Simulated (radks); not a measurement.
Q: Mg V, 8 electrons, occupied as [He] 2p4 3s2 (not the ground configuration). Method: non-relativistic Kohn-Sham, exchange-only B88, spin-polarised, spherical densities, point nucleus; open shells are filled with parallel spins first; computed with a radial shooting solver on a logarithmic mesh with Libxc functionals. Some entries of the table are withheld. Estimate them.

orbital  occ.  eigenvalue (eV)  r(max) (bohr)
1s up       1        -1407.922        0.08529
1s down     1        -1404.506        0.08520
2s up       0              (1)         0.5124
2s down     0              (2)         0.5161
2p up       3        -165.4929         0.4283
2p down     1        -155.8381         0.4322
3s up       1              (3)          1.560
3s down     1              (4)          1.589
3p up       0         -48.0361          1.589
3p down     0         -47.0756          1.627

A: 
(1) 2s up eigenvalue (eV): -194.4319
(2) 2s down eigenvalue (eV): -185.4263
(3) 3s up eigenvalue (eV): -55.6780
(4) 3s down eigenvalue (eV): -54.7271
